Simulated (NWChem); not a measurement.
System: CH₃BeFS; SMILES [Be]([F])[S]C

Input file for NWChem:

```
start job
memory heap 200 mb stack 900 mb global 1100 mb
geometry units angstroms noautoz
  Be     0.071638    -1.036525    -0.000323
  F     -0.418484    -2.339634    -0.001070
  S      0.772138     0.726345     0.001155
  C     -0.775627     1.711396     0.003163
  H     -1.374991     1.530529    -0.898959
  H     -0.470390     2.766141     0.009840
  H     -1.379424     1.520617     0.900247
end
basis spherical
  Be library def2-svp
  F library def2-svp
  S library def2-svp
  C library def2-svp
  H library def2-svp
end
dft
  xc xcamb88 1.00 lyp 0.81 vwn_5 0.19 hfexch 1.00
  cam 0.33 cam_alpha 0.19 cam_beta 0.46
  iterations 150
  mulliken
end
task dft energy
```

Output (shortened):

```
             Northwest Computational Chemistry Package (NWChem) 7.3.0
             --------------------------------------------------------

 C1  symmetry detected

                             Geometry "geometry" -> ""
                             -------------------------

 Output coordinates in angstroms (scale by  1.889725989 to convert to a.u.)

  No.       Tag          Charge          X              Y              Z
 ---- ---------------- ---------- -------------- -------------- --------------
    1 Be                   4.0000     0.15536022    -1.09237360    -0.00017985
    2 F                    9.0000    -0.20210152    -2.43793455     0.00004051
    3 S                   16.0000     0.67620715     0.73166902     0.00001521
    4 C                    6.0000    -0.96223944     1.55713785    -0.00002527
    5 H                    1.0000    -1.53982492     1.31645093    -0.90237720
    6 H                    1.0000    -0.76392549     2.63710951     0.00580592
    7 H                    1.0000    -1.54465451     1.30781345     0.89683435

 Effective nuclear repulsion energy (a.u.)     119.0130701650

                                 NWChem DFT Module
                                 -----------------

 Summary of "ao basis" -> "ao basis" (spherical)
 ------------------------------------------------------------------------------
       Tag                 Description            Shells   Functions and Types
 ---------------- ------------------------------  ------  ---------------------
 Be                         def2-svp                 5        9   3s2p
 F                          def2-svp                 6       14   3s2p1d
 S                          def2-svp                 8       18   4s3p1d
 C                          def2-svp                 6       14   3s2p1d
 H                          def2-svp                 3        5   2s1p

            General Information
            -------------------
          SCF calculation type: DFT
          Wavefunction type:  closed shell.
          No. of atoms     :     7
          No. of electrons :    38
           Alpha electrons :    19
            Beta electrons :    19
          Charge           :     0
          Spin multiplicity:     1
          Use of symmetry is: off; symmetry adaption is: off
          Maximum number of iterations: 150
          AO basis - number of functions:    70
                     number of shells:    34
          Convergence on energy requested:  1.00D-06
          Convergence on density requested:  1.00D-05
          Convergence on gradient requested:  5.00D-04

              XC Information
              --------------
                     Hartree-Fock (Exact) Exchange  1.000
                   CAM-Becke88 Exchange Functional  1.000
                      VWN V Correlation Functional  0.190 local
              Lee-Yang-Parr Correlation Functional  0.810

           Range-Separation Parameters
           ---------------------------
           Alpha           :  0.19
           Beta            :  0.46
           Gamma           :  0.33
           Short-Range HF  :     F

             Grid Information
             ----------------
          Grid used for XC integration:  medium
          Radial quadrature: Mura-Knowles
          Angular quadrature: Lebedev.
          Tag              B.-S. Rad. Rad. Pts. Rad. Cut. Ang. Pts.
          ---              ---------- --------- --------- ---------
          Be                  1.05       49          10.0       434
          F                   0.50       49          12.0       434
          S                   1.00       88           8.0       590
          C                   0.70       49          10.0       434
          H                   0.35       45          12.0       434
          Grid pruning is: on
          Number of quadrature shells:   370
          Spatial weights used:  Erf1

      Superposition of Atomic Density Guess
      -------------------------------------

 Sum of atomic energies:        -550.31620424

      Non-variational initial energy
      ------------------------------

 Total energy =    -551.459724
 1-e energy   =    -995.315575
 2-e energy   =     324.842781
 HOMO         =      -0.301651
 LUMO         =      -0.017151

     ---------------------------------------------
      Total Density - Mulliken Population Analysis
     ---------------------------------------------

    Atom       Charge   Shell Charges
 -----------   ------   -------------------------------------------------------
    1 Be   4     3.09   1.99  0.48  0.07  0.49  0.07
    2 F    9     9.70   1.99  1.15  0.79  3.58  2.18  0.00
    3 S   16    16.37   2.00  1.99  1.20  0.63  5.94  1.80  2.77  0.04
    4 C    6     6.19   1.99  0.93  0.26  1.91  1.07  0.02
    5 H    1     0.88   0.67  0.19  0.02
    6 H    1     0.88   0.67  0.19  0.02
    7 H    1     0.88   0.67  0.19  0.02

   convergence    iter        energy       DeltaE   RMS-Dens  Diis-err
 ---------------- ----- ----------------- --------- --------- ---------
 d= 0,ls=0.0,diis     1   -552.4199040028 -6.71D+02  1.39D-02  6.38D-01
 d= 0,ls=0.0,diis     2   -552.4198510453  5.30D-05  6.20D-03  9.89D-01
 d= 0,ls=0.0,diis     3   -552.5001889133 -8.03D-02  1.09D-03  9.26D-03
 d= 0,ls=0.0,diis     4   -552.5011294233 -9.41D-04  4.23D-04  1.37D-03
 d= 0,ls=0.0,diis     5   -552.5013202783 -1.91D-04  1.52D-04  1.02D-04
  Resetting Diis
 d= 0,ls=0.0,diis     6   -552.5013395143 -1.92D-05  6.70D-05  7.30D-06
 d= 0,ls=0.0,diis     7   -552.5013417421 -2.23D-06  1.47D-05  3.16D-07
 d= 0,ls=0.0,diis     8   -552.5013418396 -9.76D-08  5.79D-06  1.59D-07

         Total DFT energy =     -552.501341839630
      One electron energy =     -998.726635598642
           Coulomb energy =      372.775104522214
    Exchange-Corr. energy =      -45.562880928231
 Nuclear repulsion energy =      119.013070165029

 Numeric. integr. density =       38.000004327250

                       DFT Final Molecular Orbital Analysis
                       ------------------------------------

 Vector   17  Occ=2.000000D+00  E=-4.412679D-01
              MO Center= -2.5D-02,  9.3D-01,  2.0D-04, r^2= 2.5D+00
   Bfn.  Coefficient  Atom+Function         Bfn.  Coefficient  Atom+Function
  ----- ------------  ---------------      ----- ------------  ---------------
    46      0.273512  4 C  py                45     -0.266021  4 C  px
    34      0.256481  3 S  px                31      0.245728  3 S  px
    32     -0.230059  3 S  py                35     -0.206494  3 S  py
    61      0.179283  6 H  s                 49      0.150828  4 C  py
    28      0.139806  3 S  px                 5     -0.138474  1 Be py

 Vector   18  Occ=2.000000D+00  E=-3.634082D-01
              MO Center=  5.0D-01,  8.0D-01,  5.3D-04, r^2= 2.1D+00
   Bfn.  Coefficient  Atom+Function         Bfn.  Coefficient  Atom+Function
  ----- ------------  ---------------      ----- ------------  ---------------
    34      0.330076  3 S  px                35      0.312722  3 S  py
    32      0.277445  3 S  py                31      0.276055  3 S  px
     2     -0.245365  1 Be s                  5      0.239497  1 Be py
    27      0.236146  3 S  s                 26      0.193952  3 S  s
    45     -0.160329  4 C  px                29      0.158515  3 S  py

 Vector   19  Occ=2.000000D+00  E=-3.087440D-01
              MO Center=  4.9D-01,  6.2D-01, -3.8D-04, r^2= 2.0D+00
   Bfn.  Coefficient  Atom+Function         Bfn.  Coefficient  Atom+Function
  ----- ------------  ---------------      ----- ------------  ---------------
    36      0.619447  3 S  pz                33      0.427205  3 S  pz
    30      0.244697  3 S  pz                 6     -0.128735  1 Be pz
    56      0.124405  5 H  s                 66     -0.123625  7 H  s
    47     -0.118271  4 C  pz                15      0.083145  2 F  pz
    18     -0.082679  2 F  pz                57      0.079117  5 H  s

 Vector   20  Occ=0.000000D+00  E= 2.211736D-02
              MO Center= -8.0D-01, -4.6D-01,  3.0D-04, r^2= 4.8D+00
   Bfn.  Coefficient  Atom+Function         Bfn.  Coefficient  Atom+Function
  ----- ------------  ---------------      ----- ------------  ---------------
     3      0.937318  1 Be s                 44     -0.930069  4 C  s
    62      0.375864  6 H  s                  7     -0.360522  1 Be px
    35      0.357488  3 S  py                 4      0.255093  1 Be px
    57      0.249286  5 H  s                 67      0.250146  7 H  s
    12     -0.188478  2 F  s                  8      0.179443  1 Be py

 Vector   21  Occ=0.000000D+00  E= 2.471947D-02
              MO Center=  9.2D-01, -9.1D-01, -1.0D-04, r^2= 4.9D+00
   Bfn.  Coefficient  Atom+Function         Bfn.  Coefficient  Atom+Function
  ----- ------------  ---------------      ----- ------------  ---------------
     3      1.015887  1 Be s                 27     -0.733659  3 S  s
    44      0.524068  4 C  s                  7      0.398993  1 Be px
    48      0.286834  4 C  px                 4     -0.282618  1 Be px
    62     -0.252422  6 H  s                 34      0.249035  3 S  px
    12     -0.176519  2 F  s                 45      0.173728  4 C  px

 Vector   22  Occ=0.000000D+00  E= 5.838590D-02
              MO Center=  1.2D-02, -8.4D-01, -5.9D-04, r^2= 4.8D+00
   Bfn.  Coefficient  Atom+Function         Bfn.  Coefficient  Atom+Function
  ----- ------------  ---------------      ----- ------------  ---------------
     9      0.714034  1 Be pz                 6     -0.411911  1 Be pz
    67      0.334043  7 H  s                 36     -0.331558  3 S  pz
    57     -0.332182  5 H  s                 50     -0.305832  4 C  pz
    18     -0.213103  2 F  pz                15      0.203915  2 F  pz
    33     -0.156105  3 S  pz                30     -0.087601  3 S  pz

     ---------------------------------------------
      Total Density - Mulliken Population Analysis
     ---------------------------------------------

[...]
```

Level: CAM-B3LYP/def2-SVP. The geometry was optimised at PBE0/def2-SVP.
